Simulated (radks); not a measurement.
Species: Se. Configuration: [Ar] 3d10 4s2 4p3 6p1 (not the ground configuration).

All-electron calculation, scalar-relativistic Kohn-Sham, PBE, spin-polarised, spherical densities, finite nucleus; open shells are filled with parallel spins first; Fermi nuclear charge, rms radius 4.14 fm. Program: a radial shooting solver on a logarithmic mesh with Libxc functionals.

Energy parts (eV):
total: -66114.835
kinetic: 67465.491
electron-nucleus: -159130.132
Hartree: 27934.643
exchange-correlation: -2384.836

Orbitals (lengths in bohr, moments of r in powers of bohr):
\begin{tabular}{lrrr}
orbital & occ. & eigenvalue (eV) & <r> \\ \hline
1s up & 1 & -12513.12 & 0.04408 \\
1s down & 1 & -12512.96 & 0.04408 \\
2s up & 1 & -1615.254 & 0.1959 \\
2s down & 1 & -1615.173 & 0.1959 \\
2p up & 3 & -1421.735 & 0.1711 \\
2p down & 3 & -1421.583 & 0.1711 \\
3s up & 1 & -221.6260 & 0.5741 \\
3s down & 1 & -221.4067 & 0.5739 \\
3p up & 3 & -161.1099 & 0.5897 \\
3p down & 3 & -160.8596 & 0.5892 \\
3d up & 5 & -61.2887 & 0.6318 \\
3d down & 5 & -60.9346 & 0.6280 \\
4s up & 1 & -25.6956 & 1.747 \\
4s down & 1 & -22.8889 & 1.742 \\
4p up & 3 & -14.2554 & 2.105 \\
4p down & 0 & -11.4278 & 2.150 \\
6p up & 1 & -0.8545 & 15.29 \\
\end{tabular}

The highest occupied level is 6p up at -0.855 eV. The configuration is held as typed, so some empty levels lie below it. The density falls to 0.001 e/bohr^3 at r = 3.94 bohr. Summed over all electrons, <r^2> = 290.0 bohr^2, which gives a Langevin (diamagnetic) susceptibility term of -230 x 10^-6 cm^3/mol. The electron density at the nucleus is 4.028e+04 e/bohr^3 (large components only).
